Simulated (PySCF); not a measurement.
# Shifts of the heteroatoms

Mapped SMILES: `[O:1]=[C:2]1[CH:3]=[C:4]([F:5])[SiH2:6][CH2:7]1` (H(Xn): hydrogen on atom n).

Single conformer, non-relativistic, no solvent model, one averaged value for each set of equivalent atoms. GFN2-xTB geometry; PBE0/pcSseg-1 with gauge-including orbitals; PySCF 2.14.0 with density-fitted response routines.

(1) What are the ¹⁹F shifts?

(2) What are the ²⁹Si shifts?

(3) Predict the ¹⁷O NMR data.

Results:

(1) 
```csv
atoms,environment,σ (ppm),δ (ppm)
F5,vinylic fluorine,251.1,-80.6
```

Shieldings were converted by a linear fit to measured shifts: ¹⁹F: δ = 146.13 − 0.903σ +14.6 on sp3 carbon (rms 6.0 ppm, 223 shifts, 7.0 ppm with the 5 outliers that the fit left out vs CFCl3, solution or neat liquid). Occasional misses reach two or three times the rms, and more in compound classes unlike the fitted ones.

On a 600 MHz spectrometer ¹⁹F resonates near 564.6 MHz, so 1 ppm is 564.6 Hz.

(2) 
```json
{"atoms": "Si6", "environment": "silicon bonded to 2 C, 2 H, in a 5-membered ring", "σ (ppm)": "401.5", "δ (ppm)": "-50.0"}
```

Shieldings were converted by a linear fit to measured shifts: ²⁹Si: δ = 279.94 − 0.822σ (rms 8.9 ppm, 72 shifts, 25.8 ppm with the 6 outliers that the fit left out vs TMS, solution or neat liquid). Occasional misses reach two or three times the rms, and more in compound classes unlike the fitted ones.

On a 600 MHz spectrometer ²⁹Si resonates near 119.2 MHz, so 1 ppm is 119.2 Hz.

(3) 
| atoms | environment | σ (ppm) | δ (ppm) |
| --- | --- | --- | --- |
| O1 | ketone oxygen | -328.0 | 565.5 |

Shieldings were converted by a linear fit to measured shifts: ¹⁷O (scatter 10.7 ppm rms, 12.2 ppm with the 3 outliers that the fit left out vs liquid water, solution or neat liquid). A few per cent of atoms miss by over 2 rms, more outside the fitted compound classes.

On a 500 MHz spectrometer ¹⁷O resonates near 67.8 MHz, so 1 ppm is 67.8 Hz.
